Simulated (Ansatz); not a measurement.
`COBCl` and `CBBOC` differ in one atom or group.

Ansatz, PBE0-D4/def2-TZVP geometries, multiplicity 1. Each molecule was computed in one conformer, which needn't be the lowest.

```csv
property,`COBCl`
LUMO energy (PBE0/def2-TZVPP) / eV,-0.29
size of the dipole moment (ωB97M-V/def2-TZVPP) / D,2.69
HOMO–LUMO gap (PBE0/def2-TZVPP) / eV,8.48
LUMO energy (PBE/def2-TZVPP) / eV,-1.28
LUMO energy (B3LYP/def2-TZVPP) / eV,-0.52
HOMO energy (PBE0/def2-TZVPP) / eV,-8.78
```

Question: What does the change do to each property? (Estimate.)

Answer: Ansatz gave: 
```
                                          property  `CBBOC`  shift
                LUMO energy (PBE0/def2-TZVPP) / eV    -1.25  -0.96
size of the dipole moment (ωB97M-V/def2-TZVPP) / D     1.91  -0.78
              HOMO–LUMO gap (PBE0/def2-TZVPP) / eV     6.09  -2.39
                 LUMO energy (PBE/def2-TZVPP) / eV    -2.24  -0.96
               LUMO energy (B3LYP/def2-TZVPP) / eV    -1.44  -0.92
                HOMO energy (PBE0/def2-TZVPP) / eV    -7.33   1.45
```

With PBE0 the HOMO rises by 1.45 eV and the LUMO falls by 0.96 eV, so the gap narrows by about 2.41 eV. PBE moves the HOMO by 1.36 eV and ωB97M-V by 1.47 eV. The zero-point energy changes by 122.4 kJ/mol with +15 modes. Dipoles are sizes alone; their direction can turn.

B3LYP here is the variant with VWN-RPA as its local correlation; programs differ in this.
